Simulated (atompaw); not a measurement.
# P: variants of one PAW (atompaw) potential

Base potential:

atompaw 4.2.0.5 input, output lines left out:

```
P 15
GGA-PBESOL loggrid 1500 logderivrange -3 5 201
3 3 0 0 0 0
3 1 3
0 0 0
c
c
v
c
v
1
1.40 1.35 1.20 1.30
y
-0.05
n
y
3.95
n
custom polynom2 7 10 vanderbiltortho sinc
2 -0.5 troulliermartins
1.40
1.40
1.30
1.40
```

Cutoffs, loose and tight: the cutoffs (Ry, on a coarse ladder) from which the occupation-weighted sum of valence levels, in a spherical-Bessel basis at the reference potential, stays within 10 and 1 mRy of its value at 400 Ry. They see the waves, projectors and local potential, not the compensation charge or the core. A dash means not determined.

A true bound ghost makes a file unfit for plane-wave use even where its test errors are small: the radial tests pick states by their node count and pass the ghost by.

```csv
change,outcome,"cutoff, loose","cutoff, tight",bound ghosts
base,generated,21 Ry,40 Ry,"s, p"
"augmentation sinc compensation charge, radius 1.35 bohr; PAW radius 1.40 bohr; waves and projectors: custom rrkj gramschmidtortho",generated,30 Ry,40 Ry,"p, s"
"augmentation sinc compensation charge, radius 1.10 bohr; PAW radius 1.40 bohr; waves and projectors: custom polynom2 7 10 vanderbiltortho",generated,21 Ry,40 Ry,"s, p"
"augmentation sinc compensation charge, radius 1.35 bohr; PAW radius 1.40 bohr; waves and projectors: custom rrkj vanderbiltortho",generated,30 Ry,40 Ry,"p, s"
functional LDA (PW92),generated,21 Ry,40 Ry,"s, p"
core correction smooth core density matched at 1.16 bohr,generated,21 Ry,40 Ry,"s, p"
wave 3p channel at 3.95 Ry: rc 1.40 bohr becomes 3p channel at 0.07 Ry: rc 1.40 bohr,generated,21 Ry,25 Ry,s
```

Task: What comes out with this change to the base: local potential bessel scheme, radius 1.20 bohr?

Result: outcome: generated; cutoff, loose: 18 Ry; cutoff, tight: 50 Ry; bound ghosts: p.

Task: What comes out with this change to the base: reference 3s2 3p1?

Result: outcome: generated; cutoff, loose: 21 Ry; cutoff, tight: 25 Ry; bound ghosts: s, p.

Task: What comes out with this change to the base: wave 3p channel at 3.95 Ry: rc 1.40 bohr becomes 3p channel at 3.95 Ry: rc 0.90 bohr?

Result: outcome: generated; cutoff, loose: 21 Ry; cutoff, tight: 30 Ry; bound ghosts: s, p.
